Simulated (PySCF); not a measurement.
C2H7BFN. Atoms are numbered in the order given.

```xyz
12

B      0.7410    -0.8337     0.0000
H      1.9469    -0.8681     0.0000
F      0.0592    -1.9903     0.0000
N      0.0517     0.3825     0.0000
C     -1.3972     0.4694     0.0000
C      0.7379     1.6585     0.0000
H     -1.7627     1.0115    -0.8914
H     -1.7627     1.0115     0.8914
H     -1.8343    -0.5370     0.0000
H      0.4717     2.2570     0.8909
H      0.4717     2.2570    -0.8909
H      1.8252     1.5037     0.0000
```
Charge 0, spin multiplicity 1.

Coordinates come from a B3LYP-D3(BJ)/def2-SVP optimisation. This is a generated structure with no PubChem entry under its InChIKey; it may be hypothetical. One conformer was computed; it need not be the lowest.

Computed with PySCF with PBE/def2-TZVP.

ESP charges are fitted to the potential on shells at 1.4 to 2.0 van der Waals radii. Atomic charges (e):

| atom | IAO | ESP fit |
|---|---|---|
| B1 | 0.31 | 0.17 |
| H2 | -0.02 | -0.08 |
| F3 | -0.32 | -0.22 |
| N4 | -0.22 | 0.19 |
| C5 | -0.32 | -0.45 |
| C6 | -0.31 | -0.55 |
| H7 | 0.14 | 0.14 |
| H8 | 0.14 | 0.14 |
| H9 | 0.16 | 0.16 |
| H10 | 0.14 | 0.16 |
| H11 | 0.14 | 0.16 |
| H12 | 0.16 | 0.16 |

Computed Mayer and Wiberg (Löwdin basis) orders of the bonds:
```csv
bond,Mayer,Wiberg
B1–H2,0.98,0.89
B1–F3,1.17,2.05
B1–N4,1.42,1.67
N4–C5,0.94,1.24
N4–C6,0.96,1.25
C5–H7,0.96,0.91
C5–H8,0.96,0.91
C5–H9,0.96,0.90
C6–H10,0.96,0.91
C6–H11,0.96,0.91
C6–H12,0.97,0.90
```
